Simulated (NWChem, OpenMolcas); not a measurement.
Predicting a hybrid from its neighbours: WO3 (tungsten trioxide)

WO3 has 4 atoms, charge 0, and is taken as a singlet. SMILES: `[O]=[W](=[O])=[O]`. The shape is that of a PBE0-D4/def2-TZVP optimisation.

The dipole moment y, in D, basis def2-SVPD with a core potential; a is the functional's share of exact exchange. Programs: NWChem 7.3.0, OpenMolcas 26.06.

| functional | program | a | y (D) |
| --- | --- | --- | --- |
| BLYP | NWChem | 0 | 5.31 |
| revPBE | OpenMolcas | 0 | 5.33 |
| B3LYP | NWChem | 0.2 | 5.64 |
| PBE0 | OpenMolcas | 0.25 | ? |
| BHLYP | NWChem | 0.5 | 6.07 |

**Question.** Fit y = c + s·a to the known rows and predict PBE0.

**Answer.** 
1. Means of the 4 rows: a = 0.1750, y = 5.588.
2. Σ(Δa)² = 0.1675, Σ(Δa·Δy) = 0.25175, so the slope is 0.25175/0.1675 = 1.503.
3. Intercept: 5.588 − (1.503) × 0.1750 = 5.325. The largest residual of the fit is 0.015.
4. PBE0: 5.325 + (1.503) × 0.25 = 5.70 D.

The run gave 5.71 D, so the prediction is off by -0.01 D, within the largest residual. More exact exchange makes the molecule more polar here.
